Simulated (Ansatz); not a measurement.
One change: `SC[SiH2]I` becomes `CC[SiH2]I`.

Ansatz, PBE0-D4/def2-TZVP geometries, multiplicity 1. Each molecule was computed in one conformer, which needn't be the lowest.

Elements past krypton have def2 core potentials.  Spin–orbit coupling is left out; it splits and shifts lone-pair levels of the heavy atoms by tenths of an eV.

```csv
property,`SC[SiH2]I`
HOMO–LUMO gap (ωB97M-V/def2-TZVPP) / eV,10.32
LUMO energy (B3LYP/def2-TZVPP) / eV,-0.86
size of the dipole moment (B3LYP/def2-TZVPP) / D,1.50
HOMO energy (PBE/def2-TZVPP) / eV,-5.73
size of the dipole moment (PBE/def2-TZVPP) / D,1.42
HOMO energy (PBE0/def2-TZVPP) / eV,-6.97
```

Task: Give the same properties after the change, and the shifts. (Best estimate.)

Result: Ansatz gave: 
```json
{"property": "HOMO–LUMO gap (ωB97M-V/def2-TZVPP) / eV", "`CC[SiH2]I`": "11.00", "shift": "0.68"}
{"property": "LUMO energy (B3LYP/def2-TZVPP) / eV", "`CC[SiH2]I`": "-0.62", "shift": "0.24"}
{"property": "size of the dipole moment (B3LYP/def2-TZVPP) / D", "`CC[SiH2]I`": "2.06", "shift": "0.56"}
{"property": "HOMO energy (PBE/def2-TZVPP) / eV", "`CC[SiH2]I`": "-6.38", "shift": "-0.65"}
{"property": "size of the dipole moment (PBE/def2-TZVPP) / D", "`CC[SiH2]I`": "2.03", "shift": "0.61"}
{"property": "HOMO energy (PBE0/def2-TZVPP) / eV", "`CC[SiH2]I`": "-7.51", "shift": "-0.54"}
```

With PBE0 the HOMO falls by 0.54 eV and the LUMO rises by 0.25 eV, so the gap widens by about 0.79 eV. PBE moves the HOMO by -0.65 eV and ωB97M-V by -0.45 eV. Dipoles are sizes alone; their direction can turn.

Positive LUMOs are unbound, so they and the gaps depend on the basis.

B3LYP here is the variant with VWN-RPA as its local correlation; programs differ in this.
